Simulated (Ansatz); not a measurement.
```xyz
7

C    -1.015   -0.562   -0.096
Si    0.586    0.286   -0.017
F     1.410   -0.011   -1.335
Cl    0.361    2.301    0.131
Cl    1.697   -0.352    1.561
H    -1.291   -1.181   -0.943
H    -1.748   -0.481    0.699
```

The species carries charge 0 and has multiplicity 2.

(1) List the PBE0/def2-TZVPP orbital energies in eV (the Gaussian-basis code of Ansatz). (An estimate is asked.)

Answers

(1) Ansatz gave: α occupied: -2767.80, -2767.79, -1805.36, -674.35, -279.41, -259.66, -259.66, -197.93, -197.93, -197.81, -197.81, -197.80, -197.80, -147.39, -102.10, -102.09, -102.01, -33.81, -23.99, -23.30, -20.23, -15.73, -13.60, -13.37, -13.32, -12.55, -11.55, -11.31, -10.21, -9.84, -9.83, -9.45, -7.90. α empty: 0.50, 0.88, 1.65, 2.23, 2.66, 2.97, 3.63, 4.03. β occupied: -2767.79, -2767.79, -1805.37, -674.35, -279.02, -259.65, -259.65, -197.93, -197.92, -197.80, -197.80, -197.79, -197.79, -147.39, -102.10, -102.09, -102.02, -33.81, -23.95, -23.27, -19.08, -15.66, -13.54, -13.33, -13.23, -12.34, -11.45, -11.13, -10.19, -9.73, -9.67, -9.41. β empty: -3.16, 0.57, 0.94, 1.84, 2.72, 2.73, 3.05, 3.70. ⟨S²⟩ = 0.754.
